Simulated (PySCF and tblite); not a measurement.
Results of a calculation; reference values are marked as such.
System: C6H4O4, numbered as in [O:1]=[CH:2][c:3]1[cH:4][c:5]([C:6](=[O:7])[OH:8])[cH:9][o:10]1.

The path came from a restrained scan, a climbing-image band and a saddle search at GFN2-xTB; energies are revPBE/pcSseg-1 + D3(BJ)//GFN2-xTB, thermal terms GFN2-xTB. Rate constants are transition-state-theory values, counting equivalent paths, without tunnelling. Run with tblite and PySCF.

**Question.** Estimate the barrier and the room-temperature rate of the rotation about the C3–C2 bond (torsion C4–C3–C2–O1 from 0° to 180°, rising).

**Answer.** The electronic barrier is 13.1 kcal/mol and ΔG‡(298 K) 13.0 kcal/mol, over a C1 saddle with an imaginary mode of 185i cm⁻¹ (GFN2-xTB). With 2 equivalent paths, k is 3610 s⁻¹, a mean lifetime of the start of 280 µs against this motion. The end lies 1.0 kcal/mol above the start in free energy.
